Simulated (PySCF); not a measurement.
How methods differ on the excitation energy of P

P [Ne] 3s2 3p3 (4S) → P [Ne] 3s1 3p3 3d1 (6D), as a difference of total energies. Computed with PySCF 2.14 in aug-cc-pV(D+d)Z (5s4p3d, 32 functions), with the non-relativistic Hamiltonian (point nucleus). Correlated levels: valence: [Ne] frozen. The calculations carry no spin-orbit coupling.

| method | excitation energy (eV) |
| --- | --- |
| UHF | 13.112 |
| LDA | 15.064 |
| PBE | 14.871 |
| PBE0 | 14.775 |
| r2SCAN | 14.385 |
| BHandHLYP | 15.372 |
| M06-2X | 15.459 |
| PW91 | 14.883 |
| MP2 (valence) | 14.479 |
| SCS-MP2 (valence) | 14.720 |

Problem. How much does correlation contribute at MP2 (valence)?

Solution. 14.479 − (13.112) = 1.367 eV, measured against UHF.

The upper state lies above the first ionisation limit, but in LS coupling its spin forbids autoionisation to the ground ion.

The promoted electron is Rydberg-like, and one or two diffuse shells describe it only roughly, which tends to raise the upper state.

In the upper state the promoted electron has a positive orbital energy at LDA, PBE, PBE0, r2SCAN, BHandHLYP, M06-2X, PW91, so the basis confines it.
